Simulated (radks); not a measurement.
Problem. Coherent X-ray form factor from a spherical all-electron density. All-electron calculation, scalar-relativistic Kohn-Sham, OLYP, spin-polarised, spherical densities, point nucleus. Program: a radial shooting solver on a logarithmic mesh with Libxc functionals.

sin(theta)/lambda (1/angstrom)  f0 (electrons)
0.05                                    75.387
0.1                                     73.632
0.15                                    70.958
0.2                                     67.666
0.25                                    64.059
0.3                                     60.391
0.4                                     53.510
0.5                                     47.657
0.6                                     42.804
0.8                                     35.133
1                                       29.094
1.25                                    23.281
1.5                                     19.263
2                                       14.881

The species is in the configuration that NIST lists as its ground one. Which atom or ion scatters so?

Solution. The mercury ion Hg4+, [Xe] 4f14 5d8. Extrapolating in s^2 from the first two rows gives f0(0) = 76.0, near the electron count 76; among species with that count, the fall with angle is slower the higher Z, and the table is that of Z = 80; from so few rows the species is fixed only to a neighbour or two.
